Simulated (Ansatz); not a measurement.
Reaction (substitution at a C–C bond): `C=C[CH2][InH][F]` + H–F → `F[CH2][InH][F]` + ethylene

Computed with Ansatz on PBE0-D4/def2-TZVP structures; ΔE is electronic, products minus reactants. CCSD(T)/CBS is the MP2 limit (def2-TZVPP, def2-QZVPP) plus CCSD(T) − MP2 in def2-TZVPP, frozen cores. This one scheme is used for every species. DFT in def2-TZVPP. Elements past krypton have def2 core potentials. For In outer-core shells are correlated without core-valence functions, which leaves a few kJ/mol of doubt a bond. One conformer a species, not always the lowest.

```csv
species,r2SCANh-D4 energy (Eh)
`C=C[CH2][InH][F]`,-407.92392
H–F,-100.44149
`F[CH2][InH][F]`,-429.77371
`C=C`,-78.55968
```

Question: Work out ΔE.

Answer: ΔE = (-429.77371) + (-78.55968) − (-407.92392) − (-100.44149) = 0.03202 Eh = +84.1 kJ/mol. CCSD(T)/CBS gives +94.6 kJ/mol.

Largest T1 diagnostic among the species: 0.015.

From BLYP to BHLYP (50 % exact exchange), in def2-TZVPP and without D4, ΔE moves by +9.8 kJ/mol. At CCSD(T), def2-SVP lies −15.4 kJ/mol from the extrapolated value and def2-TZVPP −5.5 kJ/mol.
